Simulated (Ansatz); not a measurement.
CH6AlO4Si (SMILES [CH3][Al][O][Si](O)(O)O), doublet, at a GFN2-xTB geometry (such geometries of metal compounds can be far from the true shape) (the spin is typed, not shown lowest); HF/STO-3G in Ansatz (a program for electronic structure).

Ansatz was given this input:
Ansatz 0.2 input:
```yaml
crystal:
  periodic: [false, false, false]
  atoms:
    - {symbol: Al, position_ang: [-0.85592216, 1.61403498, 1.17226343]}
    - {symbol: C, position_ang: [-2.88406648, 1.74480945, 1.23865118]}
    - {symbol: H, position_ang: [-3.34457240, 0.87286602, 1.71066228]}
    - {symbol: H, position_ang: [-3.32937802, 1.84784851, 0.24558581]}
    - {symbol: H, position_ang: [-3.17115948, 2.62297550, 1.82100228]}
    - {symbol: O, position_ang: [0.00993492, 0.45099276, 0.32701131]}
    - {symbol: Si, position_ang: [0.76737054, -0.73001050, -0.52437645]}
    - {symbol: O, position_ang: [0.59260543, -2.15006435, 0.23393206]}
    - {symbol: O, position_ang: [2.34454825, -0.38811200, -0.65596802]}
    - {symbol: O, position_ang: [0.12888056, -0.84249895, -2.00810498]}
    - {symbol: H, position_ang: [-0.26408299, -2.56548399, 0.22179979]}
    - {symbol: H, position_ang: [2.88446748, -0.42705085, 0.12756985]}
    - {symbol: H, position_ang: [0.30517176, -0.14485963, -2.63164443]}
basis:
  gaussian:
    orbitals: STO-3G
hamiltonian:
  xc: hf
magnetization: {spin_polarized: true, initial_magnetization: 1}
accuracy: high
```

Write the output that Ansatz gives for this input, abridged.


```
Functional definition: HF
1060 factors; integrals over basis functions are off by at most 3.8e-8 eV
mean field evaluation 1: about -23422.6714 eV, gradient 2.6e1 eV
mean field evaluation 2: about -23422.8431 eV, gradient 2.6e1 eV
mean field evaluation 4: about -23427.9997 eV, gradient 2.3e0 eV
mean field evaluation 8: about -23428.0963 eV, gradient 2.0e-3 eV
mean field -23428.09228469 eV, -860.9665113310 hartree, gradient 2.5e-8 eV, S^2 0.759677; 0 other end points of the search recorded, 0 dependent functions left out
reference -23428.09228469 eV, -860.9665113310 hartree; 36, 35 occupied and 13, 14 virtual orbitals, 1060 factors
Total energy: -23428.09228469 eV, -860.9665113310 hartree
```
